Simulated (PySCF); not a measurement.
## Bonding in `C1C[C@@H]2CC[C@@H]2C1`

Compound: C7H12.
SMILES with atom numbers: `[CH2:1]1[CH2:2][C@@H:3]2[CH2:4][CH2:5][C@@H:6]2[CH2:7]1` (hydrogens: H8, H9 on C1; H10, H11 on C2; H12 on C3; H13, H14 on C4; H15, H16 on C5; H17 on C6; H18, H19 on C7)

Geometry (PBE0-D3(BJ)/def2-SVP, Å), atoms numbered from 1 in this order:
```xyz
19
C7H12 angstrom
C     -1.519    0.088   -0.663
C     -0.617    1.325   -0.695
C      0.636    0.905    0.072
C      1.591   -0.060   -0.668
C      1.153   -1.216    0.254
C      0.193   -0.267    1.008
C     -1.297   -0.475    0.743
H     -2.574    0.314   -0.879
H     -1.190   -0.643   -1.422
H     -1.113    2.157   -0.168
H     -0.394    1.676   -1.716
H      1.140    1.755    0.556
H      2.654    0.209   -0.589
H      1.358   -0.199   -1.736
H      1.958   -1.633    0.878
H      0.654   -2.057   -0.254
H      0.421   -0.152    2.077
H     -1.604   -1.528    0.845
H     -1.888    0.107    1.471
```

Bond orders from the PBE0/pcSseg-1 density (PySCF). Isolated species at its PBE0-D3(BJ)/def2-SVP geometry (one conformer only).

Q: Where do the orders between heavy atoms depart from those drawn in the SMILES?

A: The largest departure is 0.057, at C4–C5 (drawn single, 1.057).

Q: Give the Mayer order of every bond between heavy atoms, beside its length.

A: 
| bond | drawn as | length (Å) | Mayer order |
| --- | --- | --- | --- |
| C1–C2 | single | 1.531 | 1.017 |
| C2–C3 | single | 1.528 | 1.019 |
| C3–C4 | single | 1.546 | 1.006 |
| C4–C5 | single | 1.542 | 1.057 |
| C5–C6 | single | 1.546 | 1.006 |
| C6–C7 | single | 1.528 | 1.019 |
| C7–C1 | single | 1.531 | 1.017 |
| C6–C3 | single | 1.564 | 0.964 |

Bonds between the same two heavy elements. C–C: lowest C6–C3 (0.964, 1.564 Å), highest C4–C5 (1.057, 1.542 Å); in 4 of the 28 pairs the longer bond (by over 0.003 Å) has the higher order (by 0.02 or more).

Q: And the bonds to hydrogen?

A: C–H: 0.95 to 0.96 (12 bonds).

Q: Sum the orders of all bonds at each heavy atom with more than one neighbour and set the sums beside the valence in the SMILES.

A: C1 3.944 (drawn 4), C2 3.938 (drawn 4), C3 3.950 (drawn 4), C4 3.959 (drawn 4), C5 3.959 (drawn 4), C6 3.950 (drawn 4), C7 3.938 (drawn 4). Orders between atoms that aren't bonded are not in these sums.

The Mayer order sums products of elements of PS (density times overlap matrix) between the two atoms' basis functions, so it depends on the basis set.
